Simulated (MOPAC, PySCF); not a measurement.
H4Si4, SMILES `[SiH2]=[Si]1[SiH]=[SiH]1`, neutral singlet in the gas phase. 

Cartesian coordinates (Å):
```xyz
8

Si     2.3474    -0.8344    -0.3342
Si     0.2703    -0.0377     0.0816
Si    -1.3960     1.3345    -0.5836
Si    -1.9237    -0.5102     0.3368
H      3.0528     0.4658    -0.0276
H      2.4765    -1.5692     0.9794
H     -1.8363     2.5985    -1.2347
H     -2.9909    -1.4473     0.7823
```
Charge 0, multiplicity 1.

All levels are single points at this geometry (PBE0-D3(BJ)/def2-TZVP); Pople sets use spherical d functions. Orbital energies aren't observables, and empty levels follow the basis.

B3LYP/6-31G* in PySCF gives HOMO (eV) = -5.46.

Task: Estimate the HOMO (eV) from each of these levels: PBE0-D3(BJ)/def2-TZVP in PySCF; PBE/6-31G* in PySCF; SVWN5/6-31G* in PySCF; HF/3-21G in PySCF; AM1 in MOPAC.

Result: 
```
level                           HOMO (eV)
------------------------------  ---------
PBE0-D3(BJ)/def2-TZVP in PySCF      -5.71
PBE/6-31G* in PySCF                 -4.93
SVWN5/6-31G* in PySCF               -5.02
HF/3-21G in PySCF                   -7.23
AM1 in MOPAC                        -7.68
```
